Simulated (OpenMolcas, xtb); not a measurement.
# A ladder of methods for GeH2O2 (SMILES [OH][Ge][OH])

The species is GeH2O2 (5 atoms), meant as a singlet with charge 0. As SMILES, `[OH][Ge][OH]`. The shape is that of a PBE0-D4/def2-TZVP optimisation. This is one conformer, not always the lowest.

```xyz
5

O    -1.3410   -0.0995   -0.3774
Ge   -0.3164   -0.8958    0.8553
O     1.2819   -0.1423    0.5702
H    -0.9409    0.5508   -0.9615
H     1.3664    0.5132   -0.1279
```

Quantity: the energy change with the O3–H5 bond stretched from 0.961 to 1.105 Å, in eV. The values are calculated.

| level | kind | program | value (eV) | less CCSD(T)/def2-SVPD |
| --- | --- | --- | --- | --- |
| GFN0-xTB | semi-empirical | xtb | 0.27 | -0.09 |
| HF/def2-SVPD (restricted) | Hartree–Fock | OpenMolcas | 0.54 | +0.18 |
| SVWN5/def2-SVPD (restricted) | LDA | OpenMolcas | 0.29 | -0.07 |
| revPBE/def2-SVPD (restricted) | GGA | OpenMolcas | 0.30 | -0.06 |
| M06-L/def2-SVPD (restricted) | meta-GGA | OpenMolcas | 0.39 | +0.03 |
| B3LYP/def2-SVPD (restricted) | global hybrid | OpenMolcas | 0.36 | 0.00 |
| B2PLYP/def2-SVPD (restricted) | double hybrid | OpenMolcas | 0.36 | 0.00 |
| MP2/def2-SVPD (restricted) | perturbation theory | OpenMolcas | 0.35 | -0.01 |
| CCSD(T)/def2-SVPD (Cholesky decomposition) (restricted) | coupled cluster or CI | OpenMolcas | 0.36 | 0.00 |

CCSD(T)/def2-SVPD (Cholesky decomposition) (restricted) is the highest level here, not the true value. All-electron rows without a relativistic Hamiltonian named are non-relativistic. The first shape isn't each level's own minimum. The values span 0.27 to 0.54 eV. In the correlated wave-function rows the outer d shell of Ge is correlated, in sets not made for it.
